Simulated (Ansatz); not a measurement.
`[Cl][GeH2][GeH3]` + `C[SiH2][GaH2]` → `C[SiH]([GaH2])[GeH2][GeH3]` + HCl  (formal exchange of groups at a Ge–Cl bond)

Program: Ansatz. Geometries: PBE0-D4/def2-TZVP. ΔE: electronic, gas phase. CCSD(T)/CBS adds triple-zeta CCSD(T) − MP2 to the extrapolated MP2 energy (def2 sets, frozen cores). This one scheme is used for every species. DFT in def2-TZVPP. HSE06 is defined as in plane-wave codes. For Ga, Ge outer-core shells are correlated without core-valence functions, which leaves a few kJ/mol of doubt a bond. Scalar relativity is left out up to krypton. One conformer a species, not always the lowest.

(1) Is it downhill or uphill in electronic energy at CCSD(T)/CBS, and by how much? (Best estimate.)

(2) What do these levels give: revPBE-D4, B97M-V, ωB97M-V, B2PLYP, PBE, BLYP, HSE06, BHLYP, LC-ωPBE, HF/def2-SVP, SCS-MP2/def2-TZVPP, SCS-MP2/def2-QZVPP? (An estimate is asked.)

Largest T1 diagnostic among the species: 0.012.

## Answers

(1) Computed: Uphill: ΔE = +32.2 kJ/mol.

(2) The calculation gave: revPBE-D4 28.0, B97M-V 44.3, ωB97M-V 42.8, B2PLYP 45.4, PBE 34.5, BLYP 49.4, HSE06 37.9, BHLYP 56.7, LC-ωPBE 42.0, HF/def2-SVP 69.7, SCS-MP2/def2-TZVPP 41.7, SCS-MP2/def2-QZVPP 42.6 kJ/mol.

From PBE to PBE0 (25 % exact exchange), in def2-TZVPP and without D4, ΔE moves by +3.6 kJ/mol. Leaving LDA and LC-ωPBE aside and taking each functional with its dispersion term where it has one, the values, not all of them listed here, spread over 18.4 kJ/mol, from PBE-D4 to B2PLYP. LDA lies −10.0 kJ/mol from PBE without D4. The D4 term adds −11.8 kJ/mol with B3LYP and −7.2 kJ/mol with PBE0; it sums over pairs of atoms, weighted by their polarisabilities, and B3LYP, whose exchange is more repulsive, gets the larger term.

B3LYP here is the variant with VWN-RPA as its local correlation; programs differ in this.
